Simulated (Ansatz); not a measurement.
Redistribution: C3H9B + C3H9BS → C2H7BS + C4H11B

Species: C3H9B `CBCC`, singlet; C3H9BS `CC(C)BS`, singlet; C2H7BS `CCBS`, singlet; C4H11B `CBC(C)C`, singlet. The partners trade CH3 for SH; both sit on B, so the bond types are kept.

Shapes, held fixed at every level: PBE0-D4/def2-TZVP. Flexible molecules stand in one conformer, not always the lowest. Programs: Ansatz 0.2.0. The zero-point and thermal change to 298 K, harmonic and unscaled (PBE0-D4/def2-TZVP), is 0.0 kJ/mol.

| level | kind | ΔH(298 K) (kJ/mol) | less CCSD(T)/CBS estimate |
| --- | --- | --- | --- |
| HF/def2-SVP | Hartree–Fock | +1.9 | -1.8 |
| HF/def2-TZVPP | Hartree–Fock | +2.3 | -1.4 |
| PBE-D4/def2-TZVPP | GGA | +4.0 | +0.3 |
| BHLYP-D4/def2-TZVPP | global hybrid | +3.5 | -0.2 |
| r2SCAN0-D4/def2-TZVPP | global hybrid | +3.7 | 0.0 |
| B2PLYP/def2-TZVPP | double hybrid | +3.6 | -0.1 |
| CCSD/def2-SVP | coupled cluster or CI | +3.6 | -0.1 |
| CCSD(T)/CBS estimate | coupled cluster or CI | +3.7 | 0.0 |

The highest level, CCSD(T)/CBS estimate, gives ΔH(298 K) = +3.7 kJ/mol; the levels span +1.9 to +4.0. That is about zero within the method's error. The column of differences is taken from that level and isn't an error. No measured value is set beside it here. The CBS estimate extrapolates MP2 from def2-TZVPP and def2-QZVPP and adds CCSD(T) − MP2 in the triple-zeta set, cores frozen.
